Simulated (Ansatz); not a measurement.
Level of theory: frozen-core CCSD(T)/def2-TZVPP // BP86-D3(BJ)/def2-SVP in Ansatz (an electronic-structure program).

Ansatz 0.2 input:
```yaml
crystal:
  periodic: [false, false, false]
  atoms:
    - { symbol: Ti, position_ang: [-0.840806, -0.253218, -0.069929] }
    - { symbol: C, position_ang: [0.846481, -0.485999, -1.238636] }
    - { symbol: H, position_ang: [0.940147, 0.387597, -1.921352] }
    - { symbol: H, position_ang: [0.716735, -1.413194, -1.84246] }
    - { symbol: H, position_ang: [1.771147, -0.57201, -0.628628] }
    - { symbol: C, position_ang: [-2.505643, -0.098448, -1.265045] }
    - { symbol: H, position_ang: [-3.256204, -0.867362, -0.975238] }
    - { symbol: H, position_ang: [-2.22574, -0.235227, -2.333465] }
    - { symbol: H, position_ang: [-2.94862, 0.914672, -1.13039] }
    - { symbol: C, position_ang: [-0.939237, -1.967374, 1.078951] }
    - { symbol: H, position_ang: [-1.09184, -2.827311, 0.387203] }
    - { symbol: H, position_ang: [-1.803301, -1.898013, 1.776233] }
    - { symbol: H, position_ang: [-0.008843, -2.13124, 1.664353] }
    - { symbol: S, position_ang: [-0.559002, 1.576614, 1.300893] }
    - { symbol: H, position_ang: [0.510902, 0.902516, 1.823591] }
basis:
  gaussian: { orbitals: def2-TZVPP }
correlation:
  method: ccsd_t
```

Output:

```
Functional definition: HF
2004 factors; integrals over basis functions are off by at most 1.2e-3 eV
mean field evaluation 1: about -37146.2510 eV, gradient 5.7e1 eV
mean field evaluation 2: about -37146.4271 eV, gradient 5.7e1 eV
mean field evaluation 4: about -37154.3873 eV, gradient 1.0e1 eV
mean field evaluation 8: about -37154.7547 eV, gradient 8.7e-1 eV
mean field evaluation 16: about -37154.7593 eV, gradient 1.8e-6 eV
mean field evaluation 32: about -37132.2927 eV, gradient 6.1e1 eV
mean field -37154.75930218 eV, -1365.4122199546 hartree, gradient 1.8e-6 eV, S^2 0.000000; 1 other end points of the search recorded, 0 dependent functions left out
13 core orbitals not correlated
reference -37154.75930218 eV, -1365.4122199546 hartree; 20, 20 occupied and 306, 306 virtual orbitals, 2004 factors
second order -31.75627223 eV of doubles, -0.00000000 eV of singles
cycle   1  -31.93546653 eV  change   -1.8e-1 eV  update   2.2e-1
cycle   2  -32.91165124 eV  change   -9.8e-1 eV  update   1.3e-1
cycle   3  -33.27240577 eV  change   -3.6e-1 eV  update   5.0e-2
cycle   4  -33.28917529 eV  change   -1.7e-2 eV  update   1.9e-2
cycle   5  -33.27312213 eV  change    1.6e-2 eV  update   8.9e-3
cycle   6  -33.26827265 eV  change    4.8e-3 eV  update   3.5e-3
cycle   7  -33.26791672 eV  change    3.6e-4 eV  update   1.5e-3
cycle   8  -33.26809311 eV  change   -1.8e-4 eV  update   6.6e-4
cycle   9  -33.26846307 eV  change   -3.7e-4 eV  update   3.9e-4
cycle  10  -33.26869710 eV  change   -2.3e-4 eV  update   1.5e-4
cycle  11  -33.26853672 eV  change    1.6e-4 eV  update   8.3e-5
cycle  12  -33.26847995 eV  change    5.7e-5 eV  update   4.6e-5
cycle  13  -33.26848123 eV  change   -1.3e-6 eV  update   2.7e-5
perturbative correction -1.73486931 eV, -0.0637552712 hartree
Total energy: -37189.76265271 eV, -1366.6985693607 hartree
```

Cost: around 100 core-minutes (rough).
